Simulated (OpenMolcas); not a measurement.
**Be: from CASSCF to CASPT2**

| Quantity | Value |
| --- | --- |
| Program | OpenMolcas |
| Basis | ANO-RCC-VDZP [3s2p1d] |
| Scalar Hamiltonian | X2C, point nucleus |
| Active space | 2 electrons in 8 orbitals (2s 2p 3s 3p) |
| State averaging | 2S+1 = 3 even, 3 roots (0 in the spin-orbit step); 2S+1 = 1 even, 1 root; 2S+1 = 3 odd, 3 roots |
| Spin-orbit coupling | state interaction with AMFI integrals over the reference wave functions, term energies averaged over their components |

Methods on the same reference wave functions:
A. CASSCF
B. SS-CASPT2, IPEA 0.25 Eh, imaginary shift 0.1 Eh (closed shells correlated: 1s)

Energies in cm⁻¹ above 2s² ¹S₀, the measured ground level; measured values from NIST Handbook of Basic Atomic Spectroscopic Data.

| Level | A | B | Measured |
| --- | --- | --- | --- |
| 2s² ¹S₀ | 0.0 | 0.0 | 0.0 |
| 2s 2p ³P°₀ | 23352 | 22494 | 21978 |
| 2s 2p ³P°₁ | 23353 | 22495 | 21979 |
| 2s 2p ³P°₂ | 23354 | 22497 | 21981 |

Deviations, from unrounded energies. A percentage is the sum of absolute deviations over the sum of measured energies, with the sign that they share, or ± where signs differ.

```tsv
Against measurement	Levels	A	B
mean absolute deviation (cm-1)	3	1400	520
other configurations (%)	3	+6.2	+2.3
```

B lies closest to measurement on these levels. The largest miss of B in the table is 2s 2p ³P°₁, by +520 cm-1. The ranking rests on the paired levels alone, and a cruder setting can come out closer through cancelling errors.

The lowest spin-free term lies below A's lowest term by 0.002 hartree in B.

Active for correlation alone: 3p 3s; no level in the range computed is led by a configuration that fills them, so any true level of that kind is missing. Without dynamic correlation excited terms often stand tens of per cent too high (terms of higher spin than the ground term too low), and those without a measured partner can miss by more than the paired ones (holds for A). Computed and measured levels are paired by configuration, term and J; levels that our copy of the source lacks, or whose pairing is in doubt (as where it misses far off the trend of its configuration), stay unpaired and out of the deviations. Levels of configurations outside the active space are missing.

° marks odd parity.
